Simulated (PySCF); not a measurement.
First SCF of a structure search on triplet Ge(OH)2, at a hand-made bent (heavy-atom frame) geometry. PySCF input:

```python
from pyscf import gto, scf, dft
mol = gto.M(atom='''
Ge     0.000000     0.000000     0.000000
O      1.507200     0.000000     1.055400
O     -1.507200     0.000000     1.055400
H      2.012700    -0.735400     1.409300
H     -2.012700     0.735400     1.409300''',
    basis={'Ge': 'def2-TZVP', 'O': 'def2-TZVP', 'H': 'def2-TZVP'},
    charge=0, spin=2)
mf = dft.UKS(mol, xc='PBE0')
mf.grids.atom_grid = (50, 194)
aux = {'Ge': 'def2-universal-JKFIT', 'O': 'def2-universal-JKFIT', 'H': 'def2-universal-JKFIT'}
mf = mf.density_fit(auxbasis=aux)
mf.conv_tol = 1e-08
mf.diis_space = 10
mf.max_cycle = 60
mf.init_guess = 'minao'
mf.verbose = 4
mf.kernel()
```

Excerpt of the output (cycles alone):

```
init E= -2227.68774307215
cycle= 1 E= -2228.00550610973  delta_E= -0.318  |g|= 0.844  |ddm|= 1.49
cycle= 2 E= -2227.2177037803  delta_E= 0.788  |g|= 1.63  |ddm|= 1.35
cycle= 3 E= -2228.22333376681  delta_E= -1.01  |g|= 0.144  |ddm|= 1.02
cycle= 4 E= -2228.23159026335  delta_E= -0.00826  |g|= 0.0639  |ddm|= 0.149
cycle= 5 E= -2228.23264988205  delta_E= -0.00106  |g|= 0.0133  |ddm|= 0.0306
cycle= 6 E= -2228.23273545464  delta_E= -8.56e-05  |g|= 0.00346  |ddm|= 0.0135
cycle= 7 E= -2228.23274362468  delta_E= -8.17e-06  |g|= 0.000893  |ddm|= 0.00443
cycle= 8 E= -2228.23274433557  delta_E= -7.11e-07  |g|= 0.00028  |ddm|= 0.00124
cycle= 9 E= -2228.23274447259  delta_E= -1.37e-07  |g|= 0.000163  |ddm|= 0.000747
cycle= 10 E= -2228.23274449774  delta_E= -2.51e-08  |g|= 5.12e-05  |ddm|= 0.000311
cycle= 11 E= -2228.2327445005  delta_E= -2.77e-09  |g|= 9.79e-06  |ddm|= 0.000117
Extra cycle  E= -2228.23274450056  delta_E= -5.55e-11  |g|= 1.21e-05  |ddm|= 1.87e-05
converged SCF energy = -2228.23274450056  <S^2> = 2.0068633  2S+1 = 3.004572
```

No lower solution of this spin was found from smeared starts or by a stability analysis within the unrestricted form.

The search for the lowest solution, 3 starts and the stability check together, took 14 s on 4 threads of a shared Arm Neoverse V2 host, with 122 basis functions; the process peaked at 0.63 GiB. Launch command: `OMP_NUM_THREADS=4 python axn.py task.json out`.
